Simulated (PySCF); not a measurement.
C2H6O3Si, SMILES O[Si]1(O)COC1. Atoms are numbered in the order given.

```xyz
12

O     -1.2080     1.6105     0.0000
Si    -0.0354     0.4470     0.0000
O      1.4022     1.2846     0.0000
C     -0.1778    -1.0514     1.1431
O      0.1311    -1.8903     0.0000
C     -0.1778    -1.0514    -1.1431
H     -0.8958     2.5235     0.0000
H      2.2205     0.7749     0.0000
H      0.5454    -1.2335     1.9567
H     -1.1946    -1.2554     1.5365
H      0.5454    -1.2335    -1.9567
H     -1.1946    -1.2554    -1.5365
```

Geometry optimised at r2SCAN-D4/def2-SVP. The structure was generated by enumeration, and PubChem lists no compound with its InChIKey, so it may never have been made. Other conformers were not sampled.

Level of theory: PBE0/pcSseg-1 in PySCF.

GIAO shieldings, no solvent; atoms listed in one row are averaged. δ = σ(ref) − σ: ¹⁷O against H2O (σ = 334.2 ppm); ²⁹Si against TMS (σ = 352.7 ppm); ¹³C against TMS (σ = 186.3 ppm); ¹H against TMS (σ = 31.56 ppm), references at their B3LYP-D3(BJ)/def2-TZVP geometries, non-relativistic.

Task: Estimate the chemical shifts. (The exact figures need the calculation; the answer reports its results.)

Result: 
```csv
nucleus,atoms,count,δ (ppm)
¹⁷O,O1,1,60.3
¹⁷O,O3,1,47.9
¹⁷O,O5,1,-0.2
²⁹Si,Si2,1,-9.8
¹³C,"C4, C6",2,83.4
¹H,"H12, H10",2,4.83
¹H,"H9, H11",2,4.52
¹H,H7,1,2.71
¹H,H8,1,2.09
```
